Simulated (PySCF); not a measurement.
# Working out the excitation energy of Sb

Sb [Kr] 4d10 5s2 5p3 (4S) → Sb [Kr] 4d10 5s1 5p4 (4P). Calculation: PySCF 2.14, in x2c-TZVPPall; scalar relativity by spin-free X2C-1e. Frozen: [Ar] 3d10. Energies in hartree (1 hartree = 27.21139 eV):

```json
{"part": "UHF", "Sb (lower)": "-6477.952345", "Sb (upper)": "-6477.676993"}
{"part": "MP2 opposite-spin", "Sb (lower)": "-0.251248", "Sb (upper)": "-0.242197"}
{"part": "MP2 same-spin", "Sb (lower)": "-0.144654", "Sb (upper)": "-0.137999"}
```

What does Hartree-Fock give?

(-6477.676993) − (-6477.952345) = 0.275352 hartree = 7.493 eV.

What do MP2 and SCS-MP2 (6/5 opposite-spin, 1/3 same-spin) give?

The opposite-spin parts differ by 0.246 eV and the same-spin parts by 0.181 eV. MP2: 7.493 + (0.246) + (0.181) = 7.920 eV. SCS-MP2: 7.493 + 1.2 × (0.246) + (0.181)/3 = 7.849 eV.
